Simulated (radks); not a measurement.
All-electron atom: the sulfur ion S4+ in [He] 2s2 2p4 3s2 3d2 (not the ground configuration). All-electron calculation, Dirac Kohn-Sham, exchange-only LDA, spin-unpolarised, spherical densities, point nucleus; open shells fill j = l - 1/2 first. Program: a radial shooting solver on a logarithmic mesh with Libxc functionals. Some entries of the table are withheld. Estimate them.

| orbital | occ. | eigenvalue (eV) | <1/r> (bohr^-1) |
|---|---|---|---|
| 1s1/2 | 2 | -2538.948 | 15.63 |
| 2s1/2 | 2 | -316.4383 | 3.221 |
| 2p1/2 | 2 | -267.9594 | 3.155 |
| 2p3/2 | 2 | -266.4968 | 3.134 |
| 3s1/2 | 2 | -75.1910 | 1.053 |
| 3p1/2 | 0 | (1) | 0.9822 |
| 3p3/2 | 0 | (2) | 0.9783 |
| 3d3/2 | 2 | -43.2760 | (3) |
| 3d5/2 | 0 | -43.2536 | (4) |
| 4s1/2 | 0 | (5) | 0.4705 |

Answer. 
(1) 3p1/2 eigenvalue (eV): -62.4057
(2) 3p3/2 eigenvalue (eV): -62.2004
(3) 3d3/2 <1/r> (bohr^-1): 0.8338
(4) 3d5/2 <1/r> (bohr^-1): 0.8331
(5) 4s1/2 eigenvalue (eV): -29.2847
